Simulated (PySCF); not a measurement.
A small calculation by hand: refractive index and permittivity of the vapour

SiCl2, SMILES Cl[Si]Cl (connectivity only; charge and spin as stated), neutral, multiplicity 1.

Coordinates come from a PBE-D3(BJ)/def2-TZVP optimisation. The isomer is the one that the SMILES or the coordinates give; other isomers of the formula were not compared.

HF/def2-TZVPD (PySCF) gives a mean static polarisability of 56.0 bohr³ and a dipole moment of 1.16 D. Take an ideal gas at 298.15 K and 1 bar, whether or not the substance is that volatile.

Task: Work out n − 1 in the optical limit and the static ε − 1.

Result: 
Polarisability volume α' = 56.0 × 0.148185 = 8.30 Å³. Number density N = p/kT = 2.43e-5 Å⁻³.
Dilute limit of Lorentz–Lorenz: n − 1 = 2π N α' = 0.0013.
Orientation term of Debye: μ²/(3kT) = 8.098 Å³ × μ²(D²) = 10.90 Å³.
ε − 1 = 4π N (α' + μ²/3kT) = 0.0059. Orientation of the dipole supplies 57 % of the static response; it can't follow optical fields. Vibrational polarisation and dispersion are left out.
